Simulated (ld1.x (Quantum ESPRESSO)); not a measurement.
Scattering properties, RRKJ potential for cobalt (Co)

* Element: Co (Z = 27)
* Generator: ld1.x (Quantum ESPRESSO) 7.5
* Type: norm-conserving RRKJ (Kleinman–Bylander form)
* Functional: PBE
* Relativity: scalar-relativistic
* Frozen core: [Ar]
* Valence charge: 9
* Reference configuration: 3d8 4s1 4p0
* Partial waves: 4s (bound): rc 2.50 bohr; 4p (bound, empty): rc 3.70 bohr; 3d (bound): rc 0.95 bohr
* Local potential: all-electron potential smoothed inside 1.05 bohr (lloc = -1)
* Core correction: none
* rho0: 0.005

The phase is arctan(r·u′/u) with u = r·R(r), unwrapped; energies in Ry, scanned from -2 to 5 Ry. A pole is an energy at which the radial function vanishes at the test radius. The pseudo phase is shifted by a multiple of π to meet the all-electron one at the reference energy, and phase errors are pseudo minus all-electron; the curves can meet again beyond the range given. Levels narrower than the energy grid can be missing from the lists of poles. Where the grid stepped over a known ghost or core level, its pole and its step of π were put in at the level’s energy.

```json
{"channel": "s", "radius (bohr)": "4.00", "reference energy (Ry)": "-0.32", "poles, all-electron": "-0.01, 2.82", "poles, pseudo": "-0.02, 2.66", "unbroken range about the reference energy with phases within 0.05 rad": "below 1.0", "phase error 1 Ry above the reference energy (rad)": "-0.007"}
{"channel": "p", "radius (bohr)": "4.00", "reference energy (Ry)": "-0.06", "poles, all-electron": "0.55, 3.48", "poles, pseudo": "-0.19, 0.56, 3.58", "unbroken range about the reference energy with phases within 0.05 rad": "-0.2 to 1.4", "phase error 1 Ry above the reference energy (rad)": "+0.011"}
{"channel": "d", "radius (bohr)": "4.00", "reference energy (Ry)": "-0.31", "poles, all-electron": "-0.29, 1.59, 4.69", "poles, pseudo": "-0.29, 1.59, 4.72", "unbroken range about the reference energy with phases within 0.05 rad": "below 2.8", "phase error 1 Ry above the reference energy (rad)": "+0.003"}
```

Note: ghost states, extra bound levels that the all-electron valence spectrum of the same l lacks: s at -103.2 eV, p at -2.53 eV. A true bound ghost makes a file unfit for plane-wave use.

Phases in the s channel:

```
E (Ry)  all-electron  pseudo
 -2.00         1.376   1.376
 -1.76         1.359   1.359
 -1.52         1.337   1.337
 -1.28         1.305   1.305
 -1.04         1.254   1.254
 -0.80         1.151   1.150
 -0.56         0.799   0.799
 -0.32        -0.971  -0.971
 -0.08        -1.519  -1.519
  0.16        -1.668  -1.669
  0.40        -1.770  -1.772
  0.64        -1.888  -1.895
  0.88        -2.105  -2.128
  1.12        -2.732  -2.837
  1.36        -3.883  -3.978
  1.60        -4.336  -4.376
  1.84        -4.501  -4.527
  2.08        -4.586  -4.606
  2.32        -4.639  -4.658
  2.56        -4.678  -4.698
  2.80        -4.710  -4.732
  3.04        -4.737  -4.765
  3.28        -4.764  -4.801
  3.52        -4.793  -4.849
  3.76        -4.827  -4.925
  4.00        -4.872  -5.090
  4.24        -4.940  -5.762
  4.48        -5.070  -7.242
  4.72        -5.427  -7.589
  4.96        -6.617  -7.702
```
